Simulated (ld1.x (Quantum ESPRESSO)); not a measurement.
## Configuration tests for Te (TM semilocal)

ld1.x (Quantum ESPRESSO) 7.5 input, shortened:

```
&input
   title='Te', zed=52., rel=1, dft='WC', iswitch=3,
   config='[Kr] 4d10 5s1.75 5p4.25'
 /
 &inputp
   pseudotype=1, tm=.true., lloc=1,
   nlcc=.true., new_core_ps=.true., rcore=0.50
 /
3
5S  1  0   1.75   0.00  1.80  1.80  0.0
4D  3  2  10.00   0.00  1.00  1.00  0.0
5P  2  1   4.25   0.00  1.90  1.90  0.0
 &test
   configts(1)='4d10 5s1.75 5p4.25'
 /
```

Energies are relative to the spin-unpolarised reference configuration 4d10 5s1.75 5p4.25; without spin polarisation the order of configurations can differ from experiment. The frozen-core shift is the all-electron ΔE with the core orbitals held at their reference shape minus the fully relaxed ΔE.

```
valence configuration  charge  ΔE all-electron (eV)  error AE − PS (meV)  frozen-core shift (meV)
         4d10 5s2 5p3      +1                 7.456                 -1.3                     +1.8
         4d10 5s2 5p2      +2                25.449                 +0.5                     +6.1
          4d9 5s2 5p5       0                35.871                 -315                     +147
         4d10 5s0 5p6       0                16.483                 -4.8                     +1.4
         4d10 5s1 5p5       0                 6.991                 -1.2                     +0.3
       4d10 5s2 5p3.5    +0.5                 1.604                 -0.9                     +0.7
```

Q: What are ΔE and the potential's error for 4d10 5s2 5p4?

A: ΔE = -2.305 eV all-electron; the error (AE − PS) is +0.1 meV.

Levels in the configuration 4d10 5s2 5p2:

```
level  all-electron (eV)  pseudo (eV)
   4d            -60.960      -60.796
   5s            -32.847      -32.828
   5p            -22.390      -22.381
```
